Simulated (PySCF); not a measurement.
## Magnetisability: `[CH3][Al]([CH3])[F]`, C₂H₆AlF

Cartesian coordinates in Å; atom numbers follow the order of the lines, from 1:
```xyz
10

Al   -0.3108   -0.5302   -0.0030
C     1.6701   -0.7074    0.0006
H     2.1278   -0.3020    0.9065
H     2.1414   -0.1874   -0.8371
H     1.9590   -1.7611   -0.0646
C    -1.4325    1.1123    0.0030
H    -1.3265    1.6970   -0.9145
H    -1.1868    1.7890    0.8248
H    -2.4913    0.8519    0.0982
F    -1.1504   -1.9622   -0.0138
```

Method: GIAO KT3/def2-SVP magnetisability, rotational g tensor and spin-rotation constants, non-relativistic, gas phase in PySCF. Geometry: GFN2-xTB.

**Question.** How diamagnetic is it, and how anisotropic?

**Answer.** Isotropic -863 × 10⁻³⁰ J/T², or -52.0 × 10⁻⁶ cm³/mol; principal values -892, -864, -834 × 10⁻³⁰ J/T², anisotropy 50 × 10⁻³⁰ J/T² (root of half the summed squared differences of the principal values). The susceptibility is in cgs units.

**Question.** Split it along the inertial axes a, b, c into diamagnetic and paramagnetic parts about the centre of mass, with the quadrupole moment.

**Answer.** 
| axis | χ (10⁻⁶ cm³/mol) | diamagnetic (10⁻⁶ cm³/mol) | paramagnetic (10⁻⁶ cm³/mol) | summed x² of all electrons (Å²) | quadrupole Θ (D Å) |
| --- | --- | --- | --- | --- | --- |
| a | -53.7 | -249.1 | 195.4 | 74.3 | -0.80 |
| b | -50.2 | -352.5 | 302.3 | 49.9 | -4.96 |
| c | -52.0 | -526.7 | 474.7 | 8.8 | +5.75 |

Anisotropies 2χaa − χbb − χcc = -5.2 and 2χbb − χaa − χcc = +5.3 × 10⁻⁶ cm³/mol. Θ is traceless in Buckingham's convention.

**Question.** And the rotational g tensor?

**Answer.** 
| axis | rotational constant (GHz) | g | nuclear part | electronic part |
| --- | --- | --- | --- | --- |
| a | 6.2154 | -0.0045 | 0.5660 | -0.5705 |
| b | 4.6068 | -0.0056 | 0.6486 | -0.6542 |
| c | 2.7339 | -0.0091 | 0.6006 | -0.6097 |

Asymmetric top; isotopes 27Al, 12C, 19F, 1H; no vibrational averaging.
